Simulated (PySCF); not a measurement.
Gas-phase reaction: BCl₃ + 2 H₂ + B₃N₃Cl₃H₃ = 3 BCl₂NH₂ + BH

Method: PySCF energies plus ideal-gas RRHO corrections (1 bar). † marks an energy on the PBE0/def2-TZVP geometry and frequencies; other levels use their own. 6-31G* has spherical d functions here. All species are closed-shell singlets. B3LYP is the form with VWN-RPA correlation. BCl₂NH₂: computed as isolated molecules; such fragments, hydroxides, amides, oligomers or adducts are transient or little studied in the gas.

```csv
level,"ΔH°(298 K), kJ"
B3LYP/def2-TZVP†,608
BLYP/def2-TZVP†,600
HF/6-31G*,582
M06-2X/def2-TZVP†,…
PBE/def2-TZVP†,…
PBE0/def2-SVP†,662
PBE0/def2-TZVP,…
r2SCAN/def2-TZVP†,656
ωB97M-V/def2-TZVP†,…
```

Problem. Complete the blanks.

Solution. 
- M06-2X/def2-TZVP†, ΔH°(298 K), kJ: 639
- PBE/def2-TZVP†, ΔH°(298 K), kJ: 631
- PBE0/def2-TZVP, ΔH°(298 K), kJ: 630
- ωB97M-V/def2-TZVP†, ΔH°(298 K), kJ: 623
